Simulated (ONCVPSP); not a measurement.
# Before and after: ONCV potential for palladium (Pd)

```
Element                 : Pd (Z = 46)
Generator               : ONCVPSP 4.0.1
Type                    : optimised norm-conserving Vanderbilt (ONCV)
Functional              : PBE
Relativity              : scalar-relativistic
Frozen core             : [Ar] 3d10
Valence charge          : 18
Reference configuration : 4s2 4p6 4d10
Partial waves           : 4s: rc 1.10 bohr, ncon 3, nbas 7, qcut 6.9 1/bohr, 2 projectors, debl 3.9 Ha; 4p: rc 1.20 bohr, ncon 4, nbas 7, qcut 6.7 1/bohr, 2 projectors, debl 2.4 Ha; 4d: rc 1.35 bohr, ncon 4, nbas 7, qcut 8.3 1/bohr, 2 projectors, debl 1.2 Ha
Local potential         : polynomial inside 0.80 bohr (lpopt 5, dvloc0 1 Ha)
Core correction         : Teter function, fcfact 3.5, rcfact 1.75
```

Change: all radii but the core radius scaled by about 0.96 (s 1.06, p 1.16, d 1.30 bohr); local potential polynomial inside 0.78 bohr (lpopt 5, dvloc0 1 Ha).

Cutoffs: the cutoffs (Ha) at which the residual kinetic energy of the hardest occupied pseudo-wave falls to 1 and 0.1 mHa per electron; they do not see the model core or the augmentation charge, which bear on the density cutoff. Errors are all-electron minus pseudo energies relative to the spin-unpolarised reference configuration.

Question: How do hardness, ghosts and transferability respond?

Answer: The potential gets harder (95 Ha and 164 Ha → 109 Ha and 180 Ha); the errors of the 3 common tests hardly move; neither file shows a bound ghost. A smaller radius makes the pseudo-wave follow the all-electron one further in, where it bends more sharply, so more plane waves are needed.

| quantity | base | changed |
| --- | --- | --- |
| cutoff, loose | 95 Ha | 109 Ha |
| cutoff, tight | 164 Ha | 180 Ha |
| loose cutoff by channel | s 95 Ha, p 80 Ha, d 29 Ha | s 109 Ha, p 91 Ha, d 30 Ha |
| bound ghosts | none | none |
| GHOST(+) flags under 300 eV | s at 120.0 eV | s at 116.6 eV |
| tests with a reliable result | 3 of 4 | 3 of 4 |
| error for 4s2 4p6 4d9, meV [ΔE 9.12 eV] | -0.2 | -0.2 |
| error for 4s2 4p6 4d8, meV [ΔE 29.93 eV] | -3.7 | -3.5 |
| error for 4s2 4p5 4d10, meV [ΔE 57.17 eV] | -56 | -52 |
| rms error of d²Exc/dni dnj with the model core, mHa | 4.18 | 4.11 |
